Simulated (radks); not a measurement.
Values are calculated unless marked as measured or tabulated.
Species: the nitrogen anion N-. Configuration: [He] 2s2 2p4. Code: a radial shooting solver on a logarithmic mesh with Libxc functionals. Model: scalar-relativistic Kohn-Sham, LDA (Slater exchange, VWN5 correlation), spin-polarised, spherical densities, finite nucleus; open shells are filled with parallel spins first; Fermi nuclear charge, rms radius 2.5582 fm; hard spherical wall at 4 bohr.

Radial electron density D(r) = 4 pi r^2 rho(r):

r (bohr),D(r) (e/bohr),spin D(r)
0.02172,0.8914,-0.000108
0.02652,1.243,-0.000122
0.0324,1.708,-0.000106
0.03957,2.305,-0.0000102
0.04833,3.043,0.000270
0.05903,3.914,0.000948
0.0721,4.874,0.00244
0.08806,5.838,0.00553
0.1084,6.700,0.0120
0.1324,7.219,0.0238
0.1618,7.269,0.0453
0.1976,6.759,0.0824
0.2413,5.748,0.143
0.2947,4.472,0.238
0.36,3.301,0.374
0.4397,2.584,0.555
0.537,2.479,0.769
0.6559,2.864,0.986
0.8012,3.405,1.16
0.9785,3.736,1.23
1.205,3.634,1.17
1.472,3.117,0.996
1.797,2.358,0.754
2.195,1.542,0.494
2.681,0.8030,0.256
3.275,0.2388,0.0748

D(r) has 2 maxima, at r = 0.149, 1.04 bohr, and minima at 0.504 bohr, inside which lie 2.19 electrons.
